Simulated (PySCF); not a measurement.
Isomers of C7H6F4, from PBE0-D3(BJ)/def2-SVP geometry optimisation, gas phase (PySCF). One conformer each, no zero-point energy, no frequencies.

Question: Which isomer lies lower at this level?
A. `[C@H]12[C@@H](C=C(C(F)(F)F)[C@H]1C2)F`: A = 1989, B = 767.4, C = 652.1 MHz, dipole 2.33 D
B. `FC(F)(F)[C@]12[C@@H]3C[C@@]1(F)C[C@@H]32`: A = 1824, B = 972.3, C = 876.1 MHz, dipole 2.92 D

Answer: A. That is `F[C@@H]1C=C(C(F)(F)F)[C@H]2C[C@@H]12`, 20.4 kcal/mol below the other.

```
                                  SMILES                                                                      mapped SMILES      E (Eh)  relative (kcal/mol)  relative (kJ/mol)  dipole (D)
    F[C@@H]1C=C(C(F)(F)F)[C@H]2C[C@@H]12    [F:1][C@@H:2]1[CH:3]=[C:4]([C:5]([F:6])([F:7])[F:8])[C@H:9]2[CH2:10][C@@H:11]12  -668.51674                  0.0                0.0        2.33
FC(F)(F)[C@]12[C@@H]3C[C@@]1(F)C[C@@H]32  [F:1][C:2]([F:3])([F:4])[C@:5]12[C@@H:6]3[CH2:7][C@@:8]1([F:9])[CH2:10][C@H:11]23  -668.48423                 20.4               85.3        2.92
```

As drawn, the lower has a C=C bond outside aromatic rings, which the higher lacks; the higher has a four-membered ring and a quaternary carbon, which the lower lacks.
